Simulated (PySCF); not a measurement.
ZnI2, SMILES [Zn]([I])[I].

Geometry optimised at PBE-D3(BJ)/def2-SVP. The isomer is the one that the SMILES or the coordinates give; other isomers of the formula were not compared. The def2 effective core potentials stand for the cores of I; spin–orbit coupling is left out.

The numbers are results of M06-2X/def2-TZVPD (PySCF), not measurements.

Computed frontier levels, gap, dipole moment and polarisability:
```
Quantity                                                                                                        Result
---------------------------------------------------------------------------------------------  -----------------------
highest occupied level                                                                                        -8.98 eV
lowest empty level                                                                                            -1.29 eV
orbital gap                                                                                                    7.69 eV
dipole moment                                                                                                   0.00 D
quadrupole, principal values (traceless, Buckingham form, about the centre of nuclear charge)    -5.06, 2.53, 2.53 D·Å
mean static polarisability                                                                       95.7 bohr³ (14.18 Å³)
polarisability, principal values                                                               74.0, 74.0, 139.1 bohr³
```
